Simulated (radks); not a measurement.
Question: Ti1.8+, 20.2 electrons, occupied as [Ar] 3d(up 1.2, down 0) 4s1 (fractional occupations, a model configuration). Method: scalar-relativistic Kohn-Sham, r2SCAN, spin-polarised, spherical densities, finite nucleus; open shells are filled with parallel spins first; meta-GGA in the generalised Kohn-Sham scheme; Fermi nuclear charge, rms radius 3.5921 fm; computed with a radial shooting solver on a logarithmic mesh with Libxc functionals. Some entries of the table are withheld. Estimate them.

orbital,occ.,eigenvalue (hartree),<1/r> (bohr^-1)
1s up,1,-180.3799,21.80
1s down,1,-180.3786,21.80
2s up,1,-20.74551,4.564
2s down,1,-20.72500,4.567
2p up,3,-17.24464,(1)
2p down,3,-17.22814,(2)
3s up,1,-3.10703,1.406
3s down,1,-3.04325,1.402
3p up,3,-2.18583,1.279
3p down,3,-2.12111,1.278
3d up,1.2,-0.82067,0.9659
3d down,0,-0.74085,0.9853
4s up,1,-0.65873,0.4578

Answer: 
(1) 2p up <1/r> (bohr^-1): 4.451
(2) 2p down <1/r> (bohr^-1): 4.454
